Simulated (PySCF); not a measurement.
Species: C4H6F3NO.
Bonds: N1–C2, C2–O3 (double), C2–C4, C4–C5, C5–C6, C6–F7, C6–F8, C6–F9. Hydrogens: H10, H11 on N1; H12, H13 on C4; H14, H15 on C5.

The geometry is computed with GFN2-xTB (gas phase).

Task: Give the optimised bond lengths and angles.

Result: 
```json
{"bond": "N1–C2", "length (Å)": "1.352", "order": "single"}
{"bond": "C2=O3", "length (Å)": "1.207", "order": "double"}
{"bond": "C2–C4", "length (Å)": "1.526", "order": "single"}
{"bond": "C4–C5", "length (Å)": "1.527", "order": "single"}
{"bond": "C5–C6", "length (Å)": "1.512", "order": "single"}
{"bond": "C6–F7, C6–F8, C6–F9", "length (Å)": "1.343", "order": "single"}
{"bond": "N1–H10", "length (Å)": "1.007", "order": "single"}
{"bond": "N1–H11", "length (Å)": "1.004", "order": "single"}
{"bond": "C4–H12, C4–H13", "length (Å)": "1.092", "order": "single"}
{"bond": "C5–H14, C5–H15", "length (Å)": "1.091", "order": "single"}
```

Bonds in one row agree within 0.01 Å and their mean is given. Orders are formal, as drawn. A selection of angles:
```json
{"angle": "N1–C2–O3", "degrees": "122.9"}
{"angle": "N1–C2–C4", "degrees": "113.4"}
{"angle": "O3–C2–C4", "degrees": "123.6"}
{"angle": "C2–C4–C5", "degrees": "110.4"}
{"angle": "C4–C5–C6", "degrees": "111.0"}
{"angle": "C5–C6–F7", "degrees": "112.4"}
{"angle": "F7–C6–F8", "degrees": "106.5"}
{"angle": "F7–C6–F9", "degrees": "106.5"}
{"angle": "H10–N1–C2", "degrees": "118.8"}
{"angle": "H11–N1–C2", "degrees": "122.5"}
```

Torsions: N1–C2–C4–C5 175° (antiperiplanar); C2–C4–C5–C6 176° (antiperiplanar); C4–C5–C6–F7 178° (antiperiplanar). The mirror-image conformer, all signs reversed, is as good.

Of the pairs four or more bonds apart, O3···H15 is among the closest relative to their van der Waals radii: 2.62 Å, 96 % of the sum of Bondi's values. N1 (amide nitrogen) is planar (angles 122.5°, 118.8° and 118.7°, sum 360.0°, 0.01 Å off the plane of its three neighbours).

Point group: near Cs, missed by 0.31 Å at most; the miss may be what the optimiser left on a soft mode. No frequency check. The numbers are those of one conformer (H–N1–C2–O3 -1° and -179°, N1–C2–C4–C5 175°, C2–C4–C5–C6 176°).
